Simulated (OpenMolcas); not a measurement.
Co3+.

* Program: OpenMolcas 26.06
* Method: CASSCF
* Basis: ANO-RCC-VTZP [6s5p3d2f1g]
* Scalar Hamiltonian: DKH2, point nucleus
* Active space: 6 electrons in 5 orbitals (3d)
* State averaging: 2S+1 = 5 even, 5 roots; 2S+1 = 3 even, 45 roots kept (CI in the orbitals of an earlier block); 2S+1 = 1 even, 50 roots kept (CI in the orbitals of an earlier block)
* Spin-orbit coupling: RASSI with atomic mean-field integrals over the reference wave functions, term energies averaged over their components

Levels without dynamic correlation, in cm-1 above 3d6 5D4:

```json
{"Level": "3d6 3H6", "E": "25905"}
{"Level": "3d6 3P2(1)", "E": "28268"}
{"Level": "3d6 3F4(1)", "E": "29650"}
{"Level": "3d6 3G5", "E": "32762"}
```

On this reference, MS-CASPT2, IPEA 0.25 Eh, imaginary shift 0.1 Eh (closed shells correlated: 3s 3p) puts 3d6 3H6 at 24680 cm-1.

Question: Estimate the other levels at that method by one scale factor, and say how well it serves.

Answer: The factor is 24680 / 25905 = 0.953. Scaled values beside those that MS-CASPT2 gives and measured ones (Sugar and Corliss, J. Phys. Chem. Ref. Data 10, 1097 (1981)):
```csv
Level,Scaled,MS-CASPT2,Miss (%),Measured
3d6 3P2(1),26939,23590,+14.2,22883
3d6 3F4(1),28256,26290,+7.5,25396
3d6 3G5,31222,30070,+3.8,29022
```
For these levels the scaled values miss MS-CASPT2 by up to 14.2 %, as correlation changes each term by its own factor, spin-orbit parts do not scale and CASPT2 has its own spread within terms. This holds within one configuration; levels of others move differently, and the target method has errors of its own against measurement.

Term energies are means over components that CASPT2 splits; among the terms shown or strongly mixed into the levels shown the widest spread is 280 cm-1 (3d6 3G, MS-CASPT2). Terms from blocks run as CI alone lack orbitals of their own. Without dynamic correlation excited terms often stand tens of per cent too high (terms of higher spin than the ground term too low), and those without a measured partner can miss by more than the paired ones (holds for CASSCF). Computed and measured levels are paired by configuration, term and J; levels that our copy of the source lacks, or whose pairing is in doubt (as where it misses far off the trend of its configuration), stay unpaired and out of the deviations. Only configurations of the active space appear.

A number in round brackets counts repeated terms of one configuration in the order of the reference energies.
